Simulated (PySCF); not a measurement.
Coordinates in bohr (charge 1 multiplicity 6):
```
Ir    0.0000    0.0000   -0.1668
F     3.5221    0.0000    0.4866
F    -1.7610    3.0502    0.4866
F    -1.7611   -3.0502    0.4866
```

Method: PySCF, UB3LYP, basis Ir def2-SVP with ECP60, F def2-SVP (scalar-relativistic core potentials, no spin–orbit coupling, density fitting).

This geometry of [IrF3]+ is a stationary point at this level.

Problem. What is the point group?

Solution. C3v.

Problem. Is it a minimum?

Solution. No: it has 2 imaginary modes (one degenerate set), at 74i cm⁻¹ (e).

Problem. What are the dipole moment and the gap between the highest occupied and lowest empty levels of either spin?

Solution. 1.43 D about the centre of mass and 1.49 eV.

Problem. Give the atomic charges and bond orders.

Solution. 
| atom | Mulliken | Löwdin | polar tensor | spin (Mulliken) | Mayer order to Ir1 |
| --- | --- | --- | --- | --- | --- |
| Ir1 | 1.53 | 1.06 | 1.61 | 3.42 | – |
| F2,3,4 | -0.18 | -0.02 | -0.20 | 0.53 | 1.13 |

Only a few start shapes were tried, so a lower isomer may exist. Open d and f shells are described by one determinant, and the ground state may have another occupation or spin. At this level a quartet minimum of C2v symmetry lies 159 kJ/mol below this structure. With an element this heavy the missing spin–orbit coupling can shift these numbers.
